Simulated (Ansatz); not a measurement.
Computed with Ansatz on PBE0-D4/def2-TZVP structures; ΔE is electronic, products minus reactants. CCSD(T)/CBS is the MP2 limit (def2-TZVPP, def2-QZVPP) plus CCSD(T) − MP2 in def2-TZVPP, frozen cores. DFT in def2-TZVPP. B3LYP here is the variant with VWN-RPA as its local correlation; programs differ in this. def2 core potentials past Kr. For Sn outer-core shells are correlated without core-valence functions, which leaves a few kJ/mol of doubt a bond. One conformer a species, not always the lowest.

`OBC(F)[SiH3]` + `[OH][Sn][O][SiH3]` → `[SiH3][O][Sn][O][SiH3]` + `OBCF`  (ligand exchange at the Si–C bond)

```tsv
level	ΔE (kcal/mol)	difference from CCSD(T)/CBS
PBE-D4	-22.7	4.7
B3LYP-D4	-27.7	-0.3
PBE0	-24.5	2.9
MP2/def2-TZVPP	-28.1	-0.7
CCSD/def2-TZVPP	-28.4	-1.0
CCSD(T)/def2-TZVPP	-27.4	0.0
MP2/def2-QZVPP	-28.3	-0.9
SCS-MP2/def2-QZVPP	-29.3	-1.9
HF/CBS(def2)	-34.2	-6.8
MP2/CBS(def2)	-28.1	-0.7
CCSD(T)/CBS	-27.4	0
```

Largest T1 diagnostic among the species: 0.016.

From PBE to PBE0 (25 % exact exchange), in def2-TZVPP and without D4, ΔE moves by −2.4 kcal/mol. In def2-TZVPP, CCSD(T) changes the Hartree–Fock value by +6.2 kcal/mol (the triples alone add +1.0 kcal/mol) and MP2 by +5.5 kcal/mol. The D4 term adds −0.8 kcal/mol with B3LYP and −0.5 kcal/mol with PBE0; it sums over pairs of atoms, weighted by their polarisabilities, and B3LYP, whose exchange is more repulsive, gets the larger term.
